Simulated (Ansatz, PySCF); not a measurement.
BeO. Atoms are numbered in the order given.

```xyz
2

Be     0.0000     0.0000    -0.8825
O      0.0000     0.0000     0.4412
```
Charge 0, spin multiplicity 1.

The structure is a stationary point at B3LYP-D3(BJ)/def2-TZVPD.

Vertical ionisation energy (IE) and electron affinity (EA) in eV. Rows of orbital energies are one-electron estimates. Where ΔSCF, EOM or ADC give a negative EA the extra electron is unbound and the value depends on the basis.

| level | IE | EA |
|---|---|---|
| −ε(HOMO), −ε(LUMO), r2SCAN/def2-TZVPD (PySCF) | 6.29 | 4.25 |
| −ε(HOMO), −ε(LUMO), M06-2X/def2-TZVPD (PySCF) | ___ | ___ |
| −ε(HOMO), −ε(LUMO), PBE/def2-TZVPD (PySCF) | 6.18 | 4.79 |
| ΔSCF, PBE0/def2-TZVPD (Ansatz), final states of multiplicity 2 and 2 | 9.92 | 2.23 |
| ΔSCF, PBE/def2-TZVPD (Ansatz), final states of multiplicity 2 and 2 | 10.36 | 2.15 |

Problem. Fill in the missing entries. (The exact figures need the calculation; the answer reports its results.)

Solution. 
- −ε(HOMO), −ε(LUMO), M06-2X/def2-TZVPD (PySCF), IE: 8.83
- −ε(HOMO), −ε(LUMO), M06-2X/def2-TZVPD (PySCF), EA: 3.51

Problem. What vertical singlet–triplet gap does ΔSCF give with PBE0/def2-TZVPD (Ansatz, a program for electronic structure) and with PBE/def2-TZVPD (Ansatz)? (The exact figures need the calculation; the answer reports its results.)

Solution. 1.03 and 1.50 eV (triplet above singlet where positive).
